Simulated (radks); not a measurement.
Eu I, 63 electrons, occupied as [Xe] 4f7 6s2.

Calculated with a radial shooting solver on a logarithmic mesh with Libxc functionals: scalar-relativistic Kohn-Sham, PBEsol, spin-polarised, spherical densities, finite nucleus; open shells are filled with parallel spins first (spin-orbit coupling, left out, can overturn this in heavy ions); Fermi nuclear charge, rms radius 5.1115 fm; hard spherical wall at 5 bohr.

Energy parts (hartree):
| part | energy |
|---|---|
| total | -10839.5168 |
| kinetic | 11611.9077 |
| electron-nucleus | -26436.8822 |
| Hartree | 4224.2333 |
| exchange-correlation | -238.7756 |

Orbitals (lengths in bohr, moments of r in powers of bohr; r(90%) holds 90 % of the orbital's charge):
\begin{tabular}{lrrrrr}
orbital & occ. & eigenvalue (hartree) & <1/r> & <r^4> & r(90%) \\ \hline
1s up & 1 & -1776.336 & 70.19 & 1.227e-06 & 0.0404 \\
1s down & 1 & -1776.336 & 70.19 & 1.227e-06 & 0.0404 \\
2s up & 1 & -291.5429 & 16.27 & 0.0001963 & 0.147 \\
2s down & 1 & -291.5410 & 16.27 & 0.0001963 & 0.147 \\
2p up & 3 & -259.7928 & 15.23 & 0.0001460 & 0.137 \\
2p down & 3 & -259.7914 & 15.23 & 0.0001460 & 0.137 \\
3s up & 1 & -64.02137 & 5.958 & 0.007669 & 0.366 \\
3s down & 1 & -63.93637 & 5.963 & 0.007642 & 0.366 \\
3p up & 3 & -54.13791 & 5.609 & 0.008030 & 0.371 \\
3p down & 3 & -54.05341 & 5.615 & 0.007995 & 0.371 \\
3d up & 5 & -40.89997 & 5.324 & 0.006447 & 0.353 \\
3d down & 5 & -40.83475 & 5.330 & 0.006407 & 0.352 \\
4s up & 1 & -12.62447 & 2.507 & 0.1909 & 0.814 \\
4s down & 1 & -12.42236 & 2.506 & 0.1908 & 0.814 \\
4p up & 3 & -9.37337 & 2.305 & 0.2509 & 0.873 \\
4p down & 3 & -9.17181 & 2.304 & 0.2512 & 0.873 \\
4d up & 5 & -4.84332 & 2.024 & 0.4043 & 0.984 \\
4d down & 5 & -4.64280 & 2.022 & 0.4088 & 0.986 \\
5s up & 1 & -1.52434 & 0.9622 & 6.870 & 1.99 \\
5s down & 1 & -1.41015 & 0.9416 & 7.466 & 2.03 \\
5p up & 3 & -0.75349 & 0.8019 & 14.35 & 2.41 \\
5p down & 3 & -0.66961 & 0.7767 & 16.14 & 2.49 \\
4f up & 7 & 0.00651 & 1.418 & 4.512 & 1.68 \\
6s up & 1 & 0.09401 & 0.4200 & 113.4 & 3.97 \\
5d up & 0 & 0.09824 & 0.5147 & 59.69 & 3.54 \\
6s down & 1 & 0.11478 & 0.4183 & 116.4 & 3.99 \\
5d down & 0 & 0.13146 & 0.4941 & 65.19 & 3.61 \\
4f down & 0 & 0.17719 & 1.343 & 7.807 & 1.96 \\
6p up & 0 & 0.32504 & 0.4217 & 134.1 & 4.10 \\
6p down & 0 & 0.34785 & 0.4251 & 135.9 & 4.11 \\
7s up & 0 & 1.17682 & 0.4849 & 151.4 & 4.35 \\
7s down & 0 & 1.20991 & 0.4872 & 150.9 & 4.36 \\
\end{tabular}

The highest occupied level is 6s down at 3.123 eV. The configuration is held as typed, so some empty levels lie below it. Spin moment in Bohr magnetons: 7.
